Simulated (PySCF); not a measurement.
# Exercise with solution: oscillator strength and radiative lifetime

Pb(NH2)2 (H4N2Pb), SMILES [NH2][Pb][NH2] (connectivity only; charge and spin as stated), neutral, multiplicity 1.

Geometry optimised at B3LYP-D3(BJ)/def2-SVP. A frequency run showed that this geometry is not a minimum. The def2 effective core potentials stand for the cores of Pb; spin–orbit coupling is left out. Other conformers were not sampled.

PySCF with TDA-M06-2X/def2-SVPD puts the first singlet state with f over 0.02 at 4.65 eV (vertical), with the transition dipole (0.000, 0.685, 0.000) in atomic units.

### Question
Find the oscillator strength, the wavelength and the radiative lifetime that this transition would have in vacuum if emission retraced absorption.

### Answer

|μ|² = 0.4692 au, so |μ| = 1.74 D. ΔE = 4.65/27.211 = 0.1709 hartree. f = (2/3) ΔE |μ|² = 0.053 (the program prints 0.053).
λ = 1239.84/4.65 = 267 nm; ν = 37505 cm⁻¹.
Einstein's coefficient A = 0.6670 ν² f s⁻¹ (ν in cm⁻¹) = 5.0e7 s⁻¹, so τ = 1/A = 20 ns. This state is S1. The figure is the radiative limit of this one transition; relaxation, internal conversion, crossing to triplets and a medium change what is measured.
